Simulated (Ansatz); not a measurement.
Consider the stannylene formation by 1,1-elimination: `[Cl][Sn]([Cl])([Cl])[I]` → `ClI` + `[Cl][Sn][Cl]`.

Calculated with Ansatz (gas phase, PBE0-D4/def2-TZVP geometries, no zero-point term in ΔE). CBS: MP2 limit from def2 TZ/QZ plus the TZ coupled-cluster correction, frozen cores. Functionals use def2-TZVPP. HSE06 is defined as in plane-wave codes. Elements past krypton have def2 core potentials. For I, Sn outer-core shells are correlated without core-valence functions, which leaves a few kJ/mol of doubt a bond.

```json
{"level": "r2SCAN-D4", "ΔE (kcal/mol)": "52.9", "difference from CCSD(T)/CBS": "-1.0"}
{"level": "r2SCAN0-D4", "ΔE (kcal/mol)": "55.9", "difference from CCSD(T)/CBS": "2.0"}
{"level": "HSE06-D4", "ΔE (kcal/mol)": "52.3", "difference from CCSD(T)/CBS": "-1.6"}
{"level": "B2PLYP", "ΔE (kcal/mol)": "47.2", "difference from CCSD(T)/CBS": "-6.7"}
{"level": "revPBE", "ΔE (kcal/mol)": "39.2", "difference from CCSD(T)/CBS": "-14.7"}
{"level": "BLYP", "ΔE (kcal/mol)": "33.8", "difference from CCSD(T)/CBS": "-20.1"}
{"level": "CCSD/def2-TZVPP", "ΔE (kcal/mol)": "52.6", "difference from CCSD(T)/CBS": "-1.3"}
{"level": "SCS-MP2/def2-QZVPP", "ΔE (kcal/mol)": "53.2", "difference from CCSD(T)/CBS": "-0.7"}
{"level": "MP2/CBS(def2)", "ΔE (kcal/mol)": "57.6", "difference from CCSD(T)/CBS": "3.7"}
{"level": "CCSD/CBS(def2)", "ΔE (kcal/mol)": "53.1", "difference from CCSD(T)/CBS": "-0.8"}
{"level": "CCSD(T)/CBS", "ΔE (kcal/mol)": "53.9", "difference from CCSD(T)/CBS": "0"}
```

Largest T1 diagnostic among the species: 0.014.

From BLYP to BHLYP (50 % exact exchange), in def2-TZVPP and without D4, ΔE moves by +14.3 kcal/mol. Leaving LDA and LC-ωPBE aside and taking each functional with its dispersion term where it has one, the values, not all of them listed here, spread over 17.7 kcal/mol, from BLYP-D4 to PBE-QIDH. LDA lies +8.4 kcal/mol from PBE without D4.
